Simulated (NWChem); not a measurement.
System meant: CAlCl$_{2}$NO; SMILES O=C=[N][Al]([Cl])[Cl]

The following NWChem deck was run.

```
start job
memory heap 200 mb stack 900 mb global 1100 mb
geometry units angstroms noautoz
  Al     0.000004     0.427462     0.003142
  Cl    -1.797724     1.470655     0.001991
  Cl     1.802634     1.462221     0.002024
  N     -0.003580    -1.326931     0.006054
  C     -0.004270    -2.529546     0.001230
  O     -0.005043    -3.694474    -0.003214
end
basis spherical
  Al library def2-svp
  Cl library def2-svp
  N library def2-svp
  C library def2-svp
  O library def2-svp
end
dft
  odft
  mult 2
  xc b3lyp
  iterations 150
  mulliken
end
task dft energy
```

End of the output:

```
 Summary of "ao basis" -> "" (spherical)
 ------------------------------------------------------------------------------
       Tag                 Description            Shells   Functions and Types
 ---------------- ------------------------------  ------  ---------------------
 Al                         def2-svp                 8       18   4s3p1d
 Cl                         def2-svp                 8       18   4s3p1d
 N                          def2-svp                 6       14   3s2p1d
 C                          def2-svp                 6       14   3s2p1d
 O                          def2-svp                 6       14   3s2p1d

                                 NWChem DFT Module
                                 -----------------

 Summary of "ao basis" -> "ao basis" (spherical)
 ------------------------------------------------------------------------------
       Tag                 Description            Shells   Functions and Types
 ---------------- ------------------------------  ------  ---------------------
 Al                         def2-svp                 8       18   4s3p1d
 Cl                         def2-svp                 8       18   4s3p1d
 N                          def2-svp                 6       14   3s2p1d
 C                          def2-svp                 6       14   3s2p1d
 O                          def2-svp                 6       14   3s2p1d

  number of electrons :                   68
  multiplicity        :                    2
 ------------------------------------------------------------------------
  no. of electrons and multiplicity not compatible                  68
 ------------------------------------------------------------------------
 ------------------------------------------------------------------------
  current input line :
    25: task dft energy
 ------------------------------------------------------------------------
 ------------------------------------------------------------------------
 There is an error in the input file
 ------------------------------------------------------------------------
 For more information see the NWChem manual at https://nwchemgit.github.io

0: no. of electrons and multiplicity not compatible:Received an Error in Communication
```

Can this run be used? If not, why, and what is the fix?

The program refused the input. Cause: the multiplicity doesn't fit the number of electrons (an even count wants an odd multiplicity, and the reverse). This input runs:
```
start job
memory heap 200 mb stack 900 mb global 1100 mb
geometry units angstroms noautoz
  Al     0.000004     0.427462     0.003142
  Cl    -1.797724     1.470655     0.001991
  Cl     1.802634     1.462221     0.002024
  N     -0.003580    -1.326931     0.006054
  C     -0.004270    -2.529546     0.001230
  O     -0.005043    -3.694474    -0.003214
end
basis spherical
  * library def2-svp
end
dft
  xc b3lyp
  iterations 150
  mulliken
end
task dft energy
```
It converges to -1330.67096 Ha (B3LYP/def2-SVP).
